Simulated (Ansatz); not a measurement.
Input file for CH3BOSTe, SMILES `SB1OC[Te]1`:

```yaml
crystal:
  periodic: [false, false, false]
  atoms:
    - {symbol: S, position_ang: [-0.678913, 2.378493, 0.680129]}
    - {symbol: B, position_ang: [0.018849, 0.835096, 0.098558]}
    - {symbol: O, position_ang: [-0.531927, -0.406178, 0.237787]}
    - {symbol: C, position_ang: [0.416458, -1.259302, -0.390838]}
    - {symbol: Te, position_ang: [1.833996, 0.303532, -0.960986]}
    - {symbol: H, position_ang: [-1.781402, 1.815340, 1.208429]}
    - {symbol: H, position_ang: [-0.022296, -1.759598, -1.251941]}
    - {symbol: H, position_ang: [0.837434, -1.964483, 0.323162]}
basis:
  gaussian: {orbitals: def2-TZVPP}
correlation: {method: ccsd_t}
output: {orbitals: {seedname: orbitals}}
```

```sh
$ ansatz run in.yaml --threads 4 --pin off --events-out ev --progress --plain
```

Log, shortened:

```
Functional definition: HF
1544 factors; integrals over basis functions are off by at most 8.0e-4 eV
mean field evaluation 1: about -21869.9482 eV, gradient 3.2e1 eV
mean field evaluation 2: about -21870.2661 eV, gradient 3.3e1 eV
mean field evaluation 4: about -21872.8939 eV, gradient 4.2e0 eV
mean field evaluation 8: about -21872.9682 eV, gradient 4.2e-1 eV
mean field evaluation 16: about -21872.9692 eV, gradient 1.2e-6 eV
mean field -21872.96915647 eV, -803.8167904692 hartree, gradient 1.2e-6 eV, S^2 0.000000; 0 other end points of the search recorded, 0 dependent functions left out
12 core orbitals not correlated: weight in the atoms' cores, before any rotation towards them, 1.000 or more for the frozen orbitals, at most 0.000 for the correlated occupied ones
reference -21872.96915647 eV, -803.8167904692 hartree; 19, 19 occupied and 196, 196 virtual orbitals, 1544 factors
second order -30.95079197 eV of doubles, -0.00000000 eV of singles
cycle   1  -30.00633323 eV  change    9.4e-1 eV  update   1.3e-1
cycle   2  -30.80439888 eV  change   -8.0e-1 eV  update   4.0e-2
cycle   3  -30.96335338 eV  change   -1.6e-1 eV  update   2.0e-2
cycle   4  -30.93386179 eV  change    2.9e-2 eV  update   5.7e-3
cycle   5  -30.93079460 eV  change    3.1e-3 eV  update   2.9e-3
cycle   6  -30.93309429 eV  change   -2.3e-3 eV  update   9.2e-4
cycle   7  -30.93226060 eV  change    8.3e-4 eV  update   3.5e-4
cycle   8  -30.93210003 eV  change    1.6e-4 eV  update   1.3e-4
cycle   9  -30.93219589 eV  change   -9.6e-5 eV  update   5.0e-5
cycle  10  -30.93219762 eV  change   -1.7e-6 eV  update   2.1e-5
perturbative correction -1.23962912 eV, -0.0455555299 hartree
Total energy: -21905.14098321 eV, -804.9990832951 hartree
```

Run time 3 min (4 threads of a server CPU on a shared host); peak host memory 4.2 GiB.

MP2 recovers 96.2 % of the CCSD(T) correlation energy and the triples give 3.9 %; T1 = 0.0137.
